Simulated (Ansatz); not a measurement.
Basis-set series for Br$_{2}$F$_{2}$Ga$_{2}$H$_{2}$, SMILES `[F][Ga@H-]1[Br+][Ga@H-]([F])[Br+]1`. Total charge 0; spin multiplicity 1. Geometry: relaxed with PBE0-D4/def2-TZVP.

Cartesian coordinates in Å:
```
F 1.0189 1.7155 -2.0631
Ga 1.3663 0.4774 -0.8780
Br 0.2951 1.3241 1.1899
Ga -1.3716 -0.4822 0.8843
F -0.8548 -1.7126 2.0152
Br -0.3941 -1.2231 -1.2675
H 2.7531 -0.1460 -0.6210
H -2.8129 0.0469 0.7401
```

```
functional       basis  functions  energy (Eh)  HOMO (eV)  LUMO (eV)
   PBE0-D4    def2-SVP        166  -9196.57138      -9.25      -1.21
   PBE0-D4  def2-QZVPP        530  -9198.14559      -9.29      -1.40
   ωB97M-V    def2-SVP        166  -9197.31488     -11.37       0.88
   ωB97M-V  def2-QZVPP        530  -9198.87987     -11.44       0.45
```

Task: Give the rows for def2-TZVPP. (Estimate.)

Result: Ansatz gave: 
```
functional       basis  functions  energy (Eh)  HOMO (eV)  LUMO (eV)
   PBE0-D4  def2-TZVPP        282  -9197.94151      -9.28      -1.36
   ωB97M-V  def2-TZVPP        282  -9198.68319     -11.42       0.59
```

Positive LUMOs are unbound and depend on the basis. Scalar relativity is left out up to krypton.
